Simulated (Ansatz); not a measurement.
`[SeH][SnH2][SeH]` + `CO[SiH](C)F` → `CO[Si](C)(F)[SeH]` + `[SeH][SnH3]`  (formal exchange of groups at the Se–Sn bond)

Calculated with Ansatz (gas phase, PBE0-D4/def2-TZVP geometries, no zero-point term in ΔE). CCSD(T)/CBS is the MP2 limit (def2-TZVPP, def2-QZVPP) plus CCSD(T) − MP2 in def2-TZVPP, frozen cores. Functionals use def2-TZVPP. Elements past krypton have def2 core potentials. For Se, Sn outer-core shells are correlated without core-valence functions, which leaves a few kJ/mol of doubt a bond. Scalar relativity is left out up to krypton. Each species was taken in one conformer, which may not be the lowest.

`[SeH][SnH2][SeH]`:

Cartesian coordinates in Å:
```
Se -0.245 -1.037 2.013
Sn 0.168 -0.562 -0.438
Se -1.388 1.202 -1.373
H 0.517 0.152 2.415
H 1.778 -0.036 -0.626
H -0.196 -1.998 -1.275
H -0.635 2.279 -0.716
```

`CO[SiH](C)F`:

Z-matrix (Å, degrees):
```
C
O 1 1.411
H 1 1.094 2 110.9
H 1 1.091 2 108.3 3 119.3
H 1 1.096 2 111.6 3 -121.3
Si 2 1.628 1 124.7 3 78.1
F 6 1.602 2 109.7 1 -65.8
C 6 1.843 2 108.2 1 175.0
H 6 1.486 2 109.8 1 49.4
H 8 1.092 6 110.5 2 57.7
H 8 1.092 6 110.7 2 177.7
H 8 1.092 6 110.5 2 -62.2
```

`CO[Si](C)(F)[SeH]`:

```xyz
13

C    -0.856    1.496    1.173
O    -1.311    0.358    0.475
Si   -0.385   -0.812   -0.169
C     0.735   -0.240   -1.524
F    -1.431   -1.839   -0.787
Se    0.766   -1.786    1.536
H    -1.719    1.974    1.638
H    -0.138    1.227    1.955
H    -0.384    2.213    0.493
H     1.292   -1.077   -1.950
H     1.452    0.496   -1.155
H     0.142    0.218   -2.321
H     1.839   -2.228    0.637
```

`[SeH][SnH3]`:

Cartesian coordinates in Å:
```
Se 0.211 1.945 -0.075
Sn 0.099 -0.580 -0.234
H -0.571 1.959 1.169
H 0.953 -0.968 -1.654
H -1.529 -1.078 -0.341
H 0.836 -1.277 1.136
```

```tsv
level	ΔE (kJ/mol)	difference from CCSD(T)/CBS
r2SCAN-D4	16.5	-5.8
PBE0-D4	15.9	-6.4
PBE0	19.5	-2.8
HF/def2-TZVPP	28.7	6.4
SCS-MP2/def2-TZVPP	20.8	-1.5
HF/def2-QZVPP	29.8	7.5
MP2/def2-QZVPP	22.3	0.0
SCS-MP2/def2-QZVPP	24.5	2.2
HF/CBS(def2)	29.9	7.6
MP2/CBS(def2)	24.7	2.4
CCSD(T)/CBS	22.3	0
```

Largest T1 diagnostic among the species: 0.011.

In def2-TZVPP, CCSD(T) changes the Hartree–Fock value by −12.9 kJ/mol (the triples alone add −1.2 kJ/mol) and MP2 by −10.4 kJ/mol. The D4 term adds −6.6 kJ/mol with B3LYP and −3.6 kJ/mol with PBE0; it sums over pairs of atoms, weighted by their polarisabilities, and B3LYP, whose exchange is more repulsive, gets the larger term.

B3LYP here is the variant with VWN-RPA as its local correlation; programs differ in this.
